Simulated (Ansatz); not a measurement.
Calculation: B3LYP-D3(BJ)/def2-TZVP run with Ansatz (a quantum-chemistry and plane-wave program). No frequencies were computed at this level.

Ansatz 0.2 input:
```yaml
crystal:
  periodic: [false, false, false]
  atoms:
    - { symbol: In, position_ang: [-0.000061, -0.000087, -0.000045] }
    - { symbol: H, position_ang: [-1.490912, -0.854555, -0.016268] }
    - { symbol: H, position_ang: [0.005058, 1.718424, 0.016563] }
    - { symbol: H, position_ang: [1.485914, -0.863782, -0.000251] }
basis:
  gaussian: { orbitals: def2-tzvp }
hamiltonian:
  xc: b3lyp
  dispersion: d3bj
relax:
  max_steps: 150
```

Output:

```
Functional definition: B3LYP
597 factors; their error is unknown
mean field evaluation 1: about -5222.8865 eV, gradient 1.6e1 eV
mean field evaluation 2: about -5223.3792 eV, gradient 1.1e1 eV
mean field evaluation 4: about -5223.6175 eV, gradient 1.4e-1 eV
mean field evaluation 8: about -5223.6527 eV, gradient 1.8e-1 eV
mean field -5223.65270069 eV, -191.9656960315 hartree, gradient 1.1e-5 eV, S^2 0.000000; 0 other end points of the search recorded, 0 dependent functions left out
reference -5223.65295337 eV, -191.9657053173 hartree; 12, 12 occupied and 56, 56 virtual orbitals, 597 factors
relax step   1: F+E_penalty+E_count = -5223.71614322 eV  Δ(F+E_penalty+E_count) = +0.000e0 eV  max|allowed force component| = 1.472e-1 eV/Å  Δτ_max = 0.0000 Å  (24 SCF iters, accepted)
these checks for a lower state are left out or cut short: starts, cluster_reference, orbital_swaps, neighbouring_geometries, increment
597 factors; their error is unknown
mean field evaluation 16: about -5223.6183 eV, gradient 1.6e0 eV
mean field -5223.65502132 eV, -191.9657813131 hartree, gradient 2.6e-5 eV, S^2 0.000000; 0 other end points of the search recorded, 0 dependent functions left out
reference -5223.65527468 eV, -191.9657906237 hartree; 12, 12 occupied and 56, 56 virtual orbitals, 597 factors
relax step   2: F+E_penalty+E_count = -5223.71829889 eV  Δ(F+E_penalty+E_count) = -2.156e-3 eV  max|allowed force component| = 6.096e-2 eV/Å  Δτ_max = 0.0172 Å  (27 SCF iters, accepted)
these checks for a lower state are left out or cut short: starts, cluster_reference, orbital_swaps, neighbouring_geometries, increment
597 factors; their error is unknown
mean field -5223.65544077 eV, -191.9657967274 hartree, gradient 2.6e-5 eV, S^2 0.000000; 0 other end points of the search recorded, 0 dependent functions left out
reference -5223.65569392 eV, -191.9658060305 hartree; 12, 12 occupied and 56, 56 virtual orbitals, 597 factors
relax step   3: F+E_penalty+E_count = -5223.71876758 eV  Δ(F+E_penalty+E_count) = -4.687e-4 eV  max|allowed force component| = 1.041e-3 eV/Å  Δτ_max = 0.0053 Å  (27 SCF iters, accepted)
597 factors; their error is unknown
mean field evaluation 32: about -5222.8906 eV, gradient 1.6e1 eV
mean field -5223.65544077 eV, -191.9657967274 hartree, gradient 2.9e-5 eV, S^2 0.000000; 1 other end points of the search recorded, 0 dependent functions left out
reference -5223.65569392 eV, -191.9658060305 hartree; 12, 12 occupied and 56, 56 virtual orbitals, 597 factors
Total energy: -5223.71902073 eV, -191.9681332480 hartree
Atom 0 at     0.000017    -0.000011    -0.000018 Å, force     0.000087     0.000012     0.000098 eV/Å
Atom 1 at    -1.501218    -0.860608    -0.016391 Å, force    -0.000953    -0.000617    -0.000043 eV/Å
Atom 2 at     0.005137     1.730396     0.016670 Å, force     0.000082     0.001041    -0.000022 eV/Å
Atom 3 at     1.496063    -0.869777    -0.000262 Å, force     0.000785    -0.000436    -0.000032 eV/Å
Dipole moment:     0.000019    -0.000013    -0.000017 e Å
```

Cost: around 4 core-seconds (rough).
